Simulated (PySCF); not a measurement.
H₁₁NO₃Si₄.
Numbering: `[NH2:1][SiH2:2][O:3][SiH:4]([O:5][SiH3:6])[O:7][SiH3:8]` (hydrogens: H9, H10 on N1; H11, H12 on Si2; H13 on Si4; H14, H15, H16 on Si6; H17, H18, H19 on Si8)

Structure used (PBE0-D3(BJ)/def2-SVP), in Å, numbered top down from 1:
```xyz
19
H11NO3Si4 angstrom
N      1.7527    0.6833    0.7230
Si     2.2494   -0.2974   -0.6010
O      1.0051   -0.5882   -1.6747
Si    -0.6362   -0.5188   -1.6005
O     -1.1816   -1.5106   -0.4049
Si    -1.2644   -1.9831    1.1756
O     -1.1395    1.0182   -1.2895
Si    -1.2482    2.1692   -0.1015
H      1.8515    1.6903    0.7358
H      1.5001    0.3039    1.6266
H      2.7056   -1.6097   -0.0651
H      3.3162    0.4042   -1.3625
H     -1.1964   -0.9533   -2.8897
H     -1.5770   -3.4385    1.2346
H      0.0451   -1.7400    1.8593
H     -2.3255   -1.2151    1.8906
H     -2.4939    2.9543   -0.3311
H     -1.3124    1.5411    1.2537
H     -0.0801    3.0979   -0.1572
```

The closed-shell ground state was solved at several levels (PySCF, density fitting, gas phase, non-relativistic).

```json
{"level": "CAM-B3LYP/def2-SVPD", "basis functions": "273", "HOMO (eV)": "-9.35", "LUMO (eV)": "0.75", "gap (eV)": "10.10", "dipole (D)": "2.15"}
{"level": "PBE0/pcSseg-1", "basis functions": "219", "HOMO (eV)": "-7.87", "LUMO (eV)": "0.04", "gap (eV)": "7.91", "dipole (D)": "2.52"}
```

**Question.** What might HF/pcSseg-1 (219 basis functions) give for the same quantities?

**Answer.** HOMO -11.49 eV, LUMO 3.23 eV, gap 14.72 eV, dipole 2.61 D.

**Question.** Over all these levels, which gives the widest orbital gap and which the narrowest?

**Answer.** HF/pcSseg-1 (Hartree–Fock, all exact exchange) has the widest, 14.72 eV, and PBE0/pcSseg-1 (global hybrid, 25 % exact exchange) the narrowest, 7.91 eV. The two share the basis. From the narrowest to the widest the HOMO moves by -3.62 eV and the LUMO by +3.19 eV. The HOMO need not be the same orbital at Hartree–Fock and at DFT levels.

**Question.** How far do the dipole and the HOMO energy spread over the levels?

**Answer.** The dipole runs from 2.15 to 2.61 D (mean 2.42 D) and the HOMO from -11.49 to -7.87 eV.

One conformer stands for the species.
